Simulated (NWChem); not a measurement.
System: Te anion, doublet

The following NWChem deck was run.

```
start job
memory heap 200 mb stack 900 mb global 1100 mb
charge -1
geometry units angstroms noautoz
  Te     0.000000     0.000000     0.000000
end
basis spherical
  Te library def2-qzvp
end
ecp
  Te library def2-ecp
end
dft
  odft
  mult 2
  xc xpbe96 cpbe96
  iterations 150
  mulliken
end
task dft energy
```

The open p shell is one determinant without spherical averaging. Sets without diffuse functions describe the anion's extra electron poorly. No stability test was run on the SCF state. The highest occupied level is positive, so the extra electron may be held by the finite basis. def2 effective core potentials on Te; no spin-orbit coupling.

Q: What results follow from this input? (PBE/def2-QZVP with def2 effective core potentials on Te, spin-unrestricted.) Quantities: basis functions; energy (Ha); highest occupied level (eV); lowest empty minus highest occupied level, either spin (eV); <S²>.

A: 
```yaml
number_of_basis_functions: 82
energy (Ha): -268.05
highest occupied level (eV): 0.97
lowest empty minus highest occupied level, either spin (eV): 0.17
"<S²>": 0.753
```
